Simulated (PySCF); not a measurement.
As₂FH₅Si.

```xyz
9

Si     0.3661    -0.8002     0.2178
F      0.7690    -1.8006    -1.0286
As    -1.9920    -0.4493     0.1479
As     1.5977     1.2198    -0.0794
H      0.6914    -1.5321     1.4935
H     -1.8646     0.4473     1.3973
H     -1.8324     0.7653    -0.7879
H      1.1024     1.6914     1.3031
H      2.8687     0.6066     0.5431
```

Geometry: PBE-D3(BJ)/def2-SVP.

Calculation: PBE/pcSseg-1 run with PySCF. Non-relativistic, no solvent.

Problem. Give the absolute GIAO shielding of each atom: isotropic value and principal components (ppm). (An estimate is asked for; the answer gives what the named calculation found.)

Solution. 
```csv
atom,σ(iso),σ11,σ22,σ33,span
Si1,267.2,174.4,268.7,358.6,184.2
F2,360.7,321.7,362.7,397.7,76.0
As3,1781.7,1679.4,1814.8,1850.9,171.5
As4,1797.7,1642.7,1864.9,1885.5,242.7
H5,23.9,21.5,22.3,28.0,6.6
H6,29.1,22.7,25.2,39.6,16.9
H7,28.6,22.1,25.2,38.6,16.4
H8,29.2,22.1,25.7,39.7,17.6
H9,28.1,21.1,23.0,40.1,18.9
```
